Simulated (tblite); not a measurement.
Species: C5H13NO3Si.
Cartesian coordinates in Å at the GFN2-xTB level; atoms count from 1:
```xyz
23
C5H13NO3Si angstrom
C     -1.0747   -2.1378    1.9485
N     -1.3403   -0.8343    1.3913
Si    -0.7990   -0.3438   -0.1567
O     -1.5126    1.1031   -0.2626
C     -1.3402    2.1068   -1.2247
C      1.1276   -0.2275   -0.0571
C      1.5608    0.8452    0.9375
C      1.5914    0.0685   -1.4312
O      1.7532    1.1624   -1.9168
O      1.7601   -1.0512   -2.1639
H     -0.0788   -2.4535    1.6496
H     -1.7883   -2.8941    1.6052
H     -1.1149   -2.0940    3.0382
H     -2.2372   -0.4754    1.6817
H     -1.1338   -1.2004   -1.3066
H     -0.2931    2.2184   -1.5045
H     -1.9212    1.8714   -2.1191
H     -1.7034    3.0423   -0.7984
H      1.5247   -1.2022    0.2275
H      2.6421    0.8365    1.0686
H      1.0877    0.6769    1.9013
H      1.2714    1.8273    0.5728
H      2.0137   -0.8177   -3.0704
```

Calculated harmonic vibrations of the isolated species, GFN2-xTB (tblite), most abundant isotopes, no scaling. This tight-binding method is rough: wavenumbers can miss measured ones by several per cent, in bad cases by 10 to 20. Modes of hydrogen on silicon can be 10 to 20 % off. One conformer, not necessarily the lowest.

Harmonic wavenumbers (cm⁻¹): 28.9, 60.5, 79.4, 99.5, 115.7, 123.0, 136.7, 150.7, 153.9, 162.6, 193.7, 244.6, 297.9, 313.1, 330.2, 467.2, 527.4, 557.8, 609.2, 637.0, 693.4, 714.9, 737.8, 799.8, 841.4, 881.0, 1003.1, 1063.1, 1075.5, 1084.6, 1112.2, 1131.2, 1134.2, 1139.6, 1157.2, 1162.7, 1175.6, 1209.3, 1318.2, 1357.5, 1408.9, 1419.2, 1421.7, 1481.1, 1485.2, 1488.7, 1491.4, 1498.8, 1503.0, 1761.7, 2178.7, 2916.0, 2959.5, 2978.5, 2979.7, 2991.2, 3002.6, 3012.0, 3039.4, 3041.8, 3048.8, 3449.1, 3452.5.

A = 1389, B = 862.3, C = 685.9 MHz; mass 163.066 u (most abundant isotopes); point group C1, symmetry number 1.

Question: Zero-point energy?

Answer: Half the sum of the wavenumbers: 40045 cm⁻¹ = 114.50 kcal/mol.

Question: Give the ideal-gas entropy at 298.15 K and 1 bar in the rigid-rotor, harmonic-oscillator model (classical rotation).

Answer: Translation 41.20, rotation 30.35, vibration 47.56: S = 119.1 cal/(mol K).

Question: And Cp and H(298.15 K) − H(0)?

Answer: Cp = 49.87 cal/(mol K), of which vibrations give 41.92 (their classical limit is 63 R = 125.2); H(298.15 K) − H(0) = 9.43 kcal/mol without the zero-point energy, 7.06 from vibrations.

Question: Which modes carry the vibrational entropy at 298.15 K?

Answer: 28.9 cm⁻¹: 5.90; 60.5 cm⁻¹: 4.44; 79.4 cm⁻¹: 3.91; 99.5 cm⁻¹: 3.46; 115.7 cm⁻¹: 3.17; 123.0 cm⁻¹: 3.05 cal/(mol K); the other 57 give 23.62 together.

Question: Blend soft modes into free rotors: weight 1/[1 + (100 cm⁻¹/ν̃)⁴] for the oscillator and the rest for a rotor with moment μB/(μ + B), μ = h/(8π²ν), B = 10⁻⁴⁴ kg m². What vibrational entropy results?

Answer: 43.49 cal/(mol K) in place of 47.56, which changes −T·S at 298.15 K by +1.21 kcal/mol.

Question: How do the functions run with temperature in this model?

Answer: 
```
T (K)  S (cal/(mol K))  Cp (cal/(mol K))  H − H(0) (kcal/mol)  G − H(0) (kcal/mol)  ln q(vib)
  150             91.1              33.5                 3.27               -10.41       5.65
  250            110.8              44.5                 7.16               -20.54      10.05
  400            135.3              61.0                15.09               -39.05      15.95
  600            163.6              78.8                29.17               -69.02      23.08
  900            199.2              96.2                55.62              -123.63      32.70
```

q(vib) and H(0) count from the zero-point level.

Question: What must be added to the electronic energy to get the Gibbs energy at 298.15 K and 1 bar?

Answer: ZPE + [H(298.15 K) − H(0)] − T·S = 114.50 + 9.43 − 35.51 = 88.42 kcal/mol.

Hindered rotation and anharmonicity are outside this model. Other conformers, if any are populated, would add a mixing term that is left out. The structure is chiral; the term R ln 2 for an equal mix with its mirror image is left out.
